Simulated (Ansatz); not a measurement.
Ansatz (a first-principles code) input for Cu(I) anion (CuI), SMILES [Cu][I] (connectivity only; charge and spin as stated), charge -1, multiplicity 2, PBE0-D3(BJ)/def2-TZVPD. 

Ansatz 0.2 input:
```yaml
crystal:
  periodic: [false, false, false]
  atoms:
    - {symbol: Cu, position_ang: [0.00000000, 0.00000000, -1.64817923]}
    - {symbol: I, position_ang: [0.00000000, 0.00000000, 0.90183392]}
basis:
  gaussian:
    orbitals: def2-TZVPD
hamiltonian:
  xc: pbe0
  dispersion: d3bj
total_charge: -1
magnetization: {spin_polarized: true, initial_magnetization: 1}
relax: {f_tol: 0.002, max_steps: 200}
```

Log of the run:

```
WARN ansatz: RAYON_NUM_THREADS=1 ignored (pool sized by the plan → 1); use --threads N
Functional definition: PBE0
integrals: 0.06 GiB planned
1070 factors; integrals over basis functions are off by at most 3.7e-4 eV
mean field: 0.75 GiB planned
mean field evaluation 1: about -52582.4294 eV, gradient 2.6e2 eV
mean field evaluation 2: about -52120.2955 eV, gradient 4.8e2 eV
mean field evaluation 4: about -52645.0456 eV, gradient 1.1e2 eV
mean field evaluation 8: about -52738.2667 eV, gradient 6.8e-1 eV
mean field evaluation 16: about -52738.3118 eV, gradient 4.3e-3 eV
mean field evaluation 32: about -52735.4979 eV, gradient 2.8e-4 eV
mean field -52738.31180538 eV, -1938.0972115360 hartree, gradient 5.2e-5 eV, S^2 0.753723; 2 other end points of the search recorded, 0 dependent functions left out
the calculation of the forces begins
reference -52738.31183689 eV, -1938.0972126940 hartree; 28, 27 occupied and 79, 80 virtual orbitals, 1070 factors
relax step   1: F+E_penalty+E_count = -52738.34780241 eV  Δ(F+E_penalty+E_count) = +0.000e0 eV  max|allowed force component| = 6.646e-3 eV/Å  Δτ_max = 0.0000 Å  (129 SCF iters, accepted)
these checks for a lower state are left out or cut short: starts, cluster_reference, orbital_swaps, neighbouring_geometries, increment
integrals: 0.06 GiB planned
1070 factors; integrals over basis functions are off by at most 3.7e-4 eV
mean field: 0.75 GiB planned
mean field -52738.31180867 eV, -1938.0972116571 hartree, gradient 2.6e-5 eV, S^2 0.753722; 0 other end points of the search recorded, 0 dependent functions left out
the calculation of the forces begins
reference -52738.31184018 eV, -1938.0972128150 hartree; 28, 27 occupied and 79, 80 virtual orbitals, 1070 factors
relax step   2: F+E_penalty+E_count = -52738.34780682 eV  Δ(F+E_penalty+E_count) = -4.408e-6 eV  max|allowed force component| = 2.413e-3 eV/Å  Δτ_max = 0.0005 Å  (27 SCF iters, accepted)
these checks for a lower state are left out or cut short: starts, cluster_reference, orbital_swaps, neighbouring_geometries, increment
integrals: 0.06 GiB planned
1070 factors; integrals over basis functions are off by at most 3.7e-4 eV
mean field: 0.75 GiB planned
mean field -52738.31180870 eV, -1938.0972116581 hartree, gradient 2.7e-5 eV, S^2 0.753721; 0 other end points of the search recorded, 0 dependent functions left out
the calculation of the forces begins
reference -52738.31184021 eV, -1938.0972128160 hartree; 28, 27 occupied and 79, 80 virtual orbitals, 1070 factors
relax step   3: F+E_penalty+E_count = -52738.34780748 eV  Δ(F+E_penalty+E_count) = -6.606e-7 eV  max|allowed force component| = 7.043e-6 eV/Å  Δτ_max = 0.0003 Å  (26 SCF iters, accepted)
integrals: 0.06 GiB planned
1070 factors; integrals over basis functions are off by at most 3.7e-4 eV
mean field: 0.75 GiB planned
mean field evaluation 64: about -52738.0642 eV, gradient 7.9e0 eV
mean field evaluation 96: about -52735.5315 eV, gradient 1.2e0 eV
mean field -52738.31180870 eV, -1938.0972116581 hartree, gradient 2.7e-5 eV, S^2 0.753721; 3 other end points of the search recorded, 0 dependent functions left out
the calculation of the forces begins
reference -52738.31184021 eV, -1938.0972128160 hartree; 28, 27 occupied and 79, 80 virtual orbitals, 1070 factors
Total energy: -52738.34783898 eV, -1938.0985357466 hartree
Atom 0 at    -0.000000     0.000000    -1.647416 Å, force     0.000000    -0.000000    -0.000007 eV/Å
Atom 1 at     0.000000    -0.000000     0.901071 Å, force     0.000000     0.000000     0.000007 eV/Å
Dipole moment:    -0.000000    -0.000000     0.533491 e Å
```

Self-consistency was reached.

Cost: very roughly 30 core-seconds.
